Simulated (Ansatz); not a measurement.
The same path of a periodic cell of 17 atoms, Nb$_{16}$H (host Nb, host structure bcc, interstitial H) was run twice with different band settings. Lost on the way: Nb14–H17. Made: Nb13–H17.

Method: DFT PBEsol, scalar-relativistic, plane waves, PAW (Ansatz). Settings: cutoff 420 eV, k mesh 3x3x3, gaussian smearing 0.1 eV, no spin polarisation.

Relaxed end points:

```xyz
17
Lattice="6.6000 0.0000 0.0000 0.0000 6.6000 0.0000 0.0000 0.0000 6.6000" Properties=species:S:1:pos:R:3
Nb -0.002 0.010 0.002
Nb 3.299 0.010 0.002
Nb -0.003 3.314 0.002
Nb 0.041 -0.039 3.302
Nb 1.648 1.637 1.652
Nb 3.300 3.314 0.002
Nb 3.255 -0.039 3.302
Nb 4.948 1.686 1.609
Nb 0.005 3.298 3.302
Nb 1.648 4.933 1.653
Nb 1.648 1.637 4.951
Nb 3.292 3.298 3.302
Nb 4.948 4.949 1.645
Nb 4.948 1.686 4.994
Nb 1.648 4.933 4.950
Nb 4.948 4.949 4.958
H 4.948 0.823 3.302
```

```xyz
17
Lattice="6.6000 0.0000 0.0000 0.0000 6.6000 0.0000 0.0000 0.0000 6.6000" Properties=species:S:1:pos:R:3
Nb 0.005 0.000 0.003
Nb 3.292 0.000 0.003
Nb -0.002 3.300 -0.014
Nb 0.042 0.000 3.339
Nb 1.649 1.650 1.664
Nb 3.300 3.300 -0.014
Nb 3.256 0.000 3.340
Nb 4.949 1.693 1.615
Nb -0.002 3.300 3.291
Nb 1.649 4.951 1.664
Nb 1.649 1.649 4.968
Nb 3.299 3.300 3.291
Nb 4.949 4.907 1.615
Nb 4.949 1.657 4.952
Nb 1.649 4.951 4.968
Nb 4.949 4.944 4.952
H 4.949 0.000 2.478
```

Common settings: spring 5.0 eV/Å²; optimiser quadratic models (default); force threshold 0.05 eV/Å; end points relaxed.

| run | movable images | climbing image | start path | iteration limit |
| --- | --- | --- | --- | --- |
| 1 | 7 | yes | IDPP | 20 |
| 2 | 2 | no | default | 50 |

Question: What does each run give, and how far can it be trusted?

Answer: Run 1: converged after 5 iterations, highest image 0.191 eV above the first end. The order of the stationary point at the top wasn't checked.
Run 2: converged after 4 iterations, highest image 0.145 eV above the first end. No image climbed, so the highest image needn't sit at the top of the path.
Limits of this set-up: coarse k mesh, odd electron count without spin.
